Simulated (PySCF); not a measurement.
Ta(O)(Cl)2(Me) (CH₃Cl₂OTa), SMILES [CH3][Ta](=[O])([Cl])[Cl], multiplicity 1. Coordinates come from a B3LYP-D3(BJ)/def2-SVP optimisation. The spin state was assumed, not searched. The structure was generated by enumeration; whether it is a known compound was not checked. The def2 effective core potentials stand for the cores of Ta; spin–orbit coupling is left out.

Task: Give the equilibrium geometry at B3LYP-D3(BJ)/def2-SVP (PySCF confirms it by a frequency run) as Cartesian coordinates in Å, and its point group. (An estimate is asked for; the answer gives what the named calculation found.)

Result: point group Cs.
```xyz
8

Ta     0.0987     0.1288     0.0000
O      1.6590     0.8473     0.0000
Cl    -0.2711    -0.9922    -1.9956
Cl    -0.2711    -0.9922     1.9956
C     -1.1777     1.8467     0.0000
H     -0.9776     2.4660    -0.8917
H     -2.2385     1.5403     0.0000
H     -0.9776     2.4660     0.8917
```
